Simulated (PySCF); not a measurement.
Compound: C₃H₇FOSi.
SMILES with atom numbers: `[CH2:1]=[C:2]([CH2:3][F:4])[O:5][SiH3:6]` (hydrogens: H7, H8 on C1; H9, H10 on C3; H11, H12, H13 on Si6)

Theory: PBE0-D3(BJ)/def2-SVP geometry optimisation, gas phase (PySCF).

Question: List the bond lengths, angles and torsions at this level.

Answer: 
| bond | length (pm) |
| --- | --- |
| C1=C2 | 133.2 |
| C2–C3 | 150.3 |
| C3–F4 | 136.1 |
| C2–O5 | 135.5 |
| O5–Si6 | 167.1 |
| C1–H7 | 109.1 |
| C1–H8 | 108.9 |
| C3–H9, C3–H10 | 110.7 |
| Si6–H11, Si6–H13 | 149.4 |
| Si6–H12 | 148.5 |

Bonds in one row agree within 1 pm and their mean is given. A selection of angles:
| angle | degrees |
| --- | --- |
| C2–C1–H7 | 120.7 |
| C2–C1–H8 | 119.3 |
| H7–C1–H8 | 120.0 |
| C1–C2–C3 | 123.5 |
| C1–C2–O5 | 121.7 |
| C3–C2–O5 | 114.8 |
| C2–C3–F4 | 111.9 |
| C2–C3–H9 | 109.6 |
| F4–C3–H9 | 109.0 |
| H9–C3–H10 | 107.6 |
| C2–O5–Si6 | 134.9 |
| O5–Si6–H11 | 111.0 |
| O5–Si6–H12 | 105.5 |
| H11–Si6–H12 | 110.3 |

Torsions: C1–C2–C3–F4 -1° (synperiplanar); C1–C2–O5–Si6 -175° (antiperiplanar). The mirror-image conformer, all signs reversed, is as good.

Si6 (oxygen-bound silicon) is distorted tetrahedral (angles from 105.5° to 111.0°). The C–C distances run from 1.332 Å (C1=C2, drawn double) to 1.503 Å (C2–C3, drawn single), a spread of 0.171 Å. Of the pairs four or more bonds apart, F4···H8 is among the closest relative to their van der Waals radii: 2.39 Å, 90 % of the sum of Bondi's values.

Point group: near Cs, missed by 0.25 Å at most; the miss may be what the optimiser left on a soft mode. No frequency check. The numbers are those of one conformer.

Hardware: Arm Neoverse N1, one thread, shared host with 64 logical CPUs at a one-minute load of 60. Cost: 57 s, 0.49 GiB resident at most. These figures are those of the optimisation.
